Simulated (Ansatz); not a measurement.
Species: 1,1,1,2,2,3,3,3-octafluoropropane, C$_{3}$F$_{8}$, net charge 0, singlet state. 
Geometry from a B3LYP-D3(BJ)/def2-TZVP (Ansatz, a program for electronic structure) optimisation:
SMILES: C(C(F)(C(F)(F)F)F)(F)(F)F
```xyz
11

F     -1.3278    -1.4307     0.5667
C     -1.2764    -0.1097     0.3897
F     -2.4044     0.2895    -0.1994
F     -1.1792     0.4842     1.5800
C     -0.0723     0.2771    -0.5182
F     -0.2397    -0.3272    -1.7096
F     -0.0955     1.6120    -0.6927
C      1.3342    -0.1117     0.0244
F      2.2569     0.2756    -0.8572
F      1.4264    -1.4318     0.1918
F      1.5729     0.4913     1.1898
```

Quantity: atomisation energy (electronic, to ground-state atoms), in kJ/mol. Cores are frozen in the correlated levels unless marked. Open shells are spin-unrestricted. No spin-orbit coupling. Non-relativistic. The coupled-cluster limit lacks core correlation, which all-electron functionals hold. Basis-set limits of correlation are two-point, X^-3; Hartree-Fock from the larger set. [CCSD(T)-MP2]/basis is that difference in the basis named.

```
level                                                                 program  atomisation energy (kJ/mol)
-------------------------------------------------------------  --------------  ---------------------------
r2SCAN/def2-TZVPD                                                      Ansatz                       4665.0
PBE0/def2-SVP                                                          Ansatz                          [?]
PBE0-D4/def2-TZVPD                                             Ansatz + dftd4                          [?]
PBE0/def2-TZVP                                                         Ansatz                          [?]
r2SCANh-D4/def2-TZVPD                                          Ansatz + dftd4                       4591.3
r2SCANh/def2-TZVPD                                                     Ansatz                       4584.2
wB97X/def2-TZVPD                                                       Ansatz                       4621.6
RPA@PBE/cc-pVQZ                                                        Ansatz                       4142.6
SCS-MP2/6-31G*                                                         Ansatz                       4465.6
SCS-MP2/cc-pVDZ                                                        Ansatz                       4269.0
CCSD/aug-cc-pVTZ                                                       Ansatz                       4388.8
RI-MP2/CBS(aug-cc-pVTZ,aug-cc-pVQZ)+[CCSD(T)-MP2]/aug-cc-pVTZ          Ansatz                       4622.3
```

Question: What belongs in the gaps?

Answer: 
- PBE0/def2-SVP, atomisation energy (kJ/mol): 4784.7
- PBE0-D4/def2-TZVPD, atomisation energy (kJ/mol): 4652.9
- PBE0/def2-TZVP, atomisation energy (kJ/mol): 4639.4
